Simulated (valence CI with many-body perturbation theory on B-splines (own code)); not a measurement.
Results of a calculation; reference values are marked as such.
## Ladder of approximations for Ba³²⁺

Level of theory: configuration interaction combined with many-body perturbation theory (CI+MBPT): six valence electrons over a frozen Dirac-Fock core [Ar], radial functions for each j: 7 s, 7 p, 8 d, 6 f, 4 g, 1 h, with the one-electron correlation potential Σ1, the two-electron term Σ2, the three-electron term Σ3, Breit, model QED; selected CI, second order for the rest, scaled by the run's own slope (own B-spline code, finite nucleus).

No measured spectrum was set against this ion. As an estimate, large intervals hold to a few tenths of a per cent, small ones and those within an open d or f shell to about a per cent. Core correlation moves these levels by up to 7800 cm⁻¹, and in measured spectra 5 to 20 % of such shifts remained as error; rates that hang on mixing are uncertain with them. Among the levels kept, up to 990 cm⁻¹ of a level comes from second order outside the variational space, and about a tenth of that is noise between levels of different J, which matters for small intervals. Only levels of the ground parity were solved; by the run's estimate the other parity begins above the list, which can be wrong where configurations are misplaced.

Each rung adds one term. CI alone is the Dirac-Coulomb CI over the frozen core; QED comes last and gives the full result, which names the levels. Energies are above (3d3/2^4 3d5/2^2) J=4 on the same rung, in cm⁻¹.

Levels are named by their leading jj configuration (3d3/2^4 stands for four electrons in 3d with j = 3/2), which in mixed levels can hold well under half, so a name can repeat and another be missing. Letters in brackets count levels of one name in rising energy.

| Level | CI alone | + Σ1 | + Σ2 | + Σ3 | + Breit | Full |
| --- | --- | --- | --- | --- | --- | --- |
| (3d3/2^4 3d5/2^2) J=2 | 41073 | 41108 | 38469 | 37253 | 39523 | 39519 |
| (3d3/2^4 3d5/2^2) J=0 | 99380 | 99776 | 98161 | 98002 | 100183 | 100327 |
| (3d3/2^3 3d5/2^3) J=3 [a] | 101211 | 102102 | 104119 | 105144 | 102695 | 103086 |
| (3d3/2^3 3d5/2^3) J=1 [a] | 124813 | 125746 | 126887 | 127191 | 126372 | 126770 |
| (3d3/2^3 3d5/2^3) J=4 [a] | 133701 | 134413 | 135923 | 135798 | 133433 | 133723 |
| (3d3/2^3 3d5/2^3) J=5 | 175742 | 176593 | 178315 | 177768 | 171952 | 172290 |
| (3d3/2^3 3d5/2^3) J=6 | 177637 | 178505 | 182102 | 180479 | 172145 | 172493 |
| (3d3/2^3 3d5/2^3) J=2 [a] | 206156 | 207094 | 204903 | 203430 | 201407 | 201769 |
| (3d3/2^3 3d5/2^3) J=3 [b] | 209493 | 210455 | 209339 | 209131 | 205788 | 206165 |
| (3d3/2^2 3d5/2^4) J=2 [a] | 238280 | 239817 | 240933 | 240963 | 237002 | 237656 |
| (3d3/2^3 3d5/2^3) J=4 [b] | 268534 | 269753 | 270145 | 269303 | 264185 | 264658 |
| (3d3/2^3 3d5/2^3) J=1 [b] | 272169 | 273306 | 268769 | 270320 | 269483 | 269919 |
| (3d3/2^2 3d5/2^4) J=0 [a] | 274277 | 275781 | 274394 | 274763 | 274031 | 274561 |
| (3d3/2^3 3d5/2^3) J=2 [b] | 279638 | 280935 | 278697 | 278713 | 275520 | 276034 |
| (3d3/2^3 3d5/2^3) J=0 | 289064 | 290002 | 283169 | 284903 | 282559 | 282985 |
| (3d3/2^2 3d5/2^4) J=4 [a] | 294826 | 296538 | 299187 | 298353 | 291086 | 291798 |
| (3d3/2^3 3d5/2^3) J=3 [c] | 302646 | 303770 | 299031 | 299761 | 297494 | 297899 |
| (3d3/2^2 3d5/2^4) J=5 | 314893 | 316716 | 320519 | 319819 | 309731 | 310485 |
| (3d3/2^2 3d5/2^4) J=3 [a] | 323927 | 325502 | 323924 | 323989 | 318660 | 319307 |

**Question.** How does the ionisation energy move along the ladder, and which term matters most?

**Answer.** CI alone 2033.4, + Σ1 2035.6, + Σ2 2047.7, + Σ3 2048.0, + Breit 2047.4, + QED 2047.4 eV. The largest step is Σ2, 12.0 eV. NIST lists 2047 ± 4 eV (theoretical).
